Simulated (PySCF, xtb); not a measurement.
CH3ClOSi, SMILES Cl[Si]OC (connectivity only; charge and spin as stated), neutral, multiplicity 1.

Geometry: ωB97X-D3(BJ)/def2-SVP. The values are those of a single conformer.

Method: IEF-PCM-ωB97X/def2-SVP run with PySCF 2.14.0.

The values are the electrostatic part of the solvation free energy, E(continuum) − E(gas) at the gas-phase geometry, in a cavity of scaled van der Waals radii (PySCF's table); cavitation and dispersion terms are not included. In vacuum the orbital gap is 10.01 eV. The dipole moment in vacuum is 1.70 D.

```json
[
 {"solvent": "water", "ε": "78.36", "ΔG(elec) (kcal/mol)": "-2.5", "dipole (D)": "2.05", "gap (eV)": "10.13"},
 {"solvent": "methanol", "ε": "32.61", "ΔG(elec) (kcal/mol)": "-2.4", "dipole (D)": "2.04", "gap (eV)": "10.13"},
 {"solvent": "tetrahydrofuran", "ε": "7.43", "ΔG(elec) (kcal/mol)": "-2.0", "dipole (D)": "1.99", "gap (eV)": "10.11"}
]
```

For comparison, GFN2-xTB/ALPB(water) (xtb, at the GFN2-xTB geometry, all terms of that model) gives 0.2 kcal/mol.
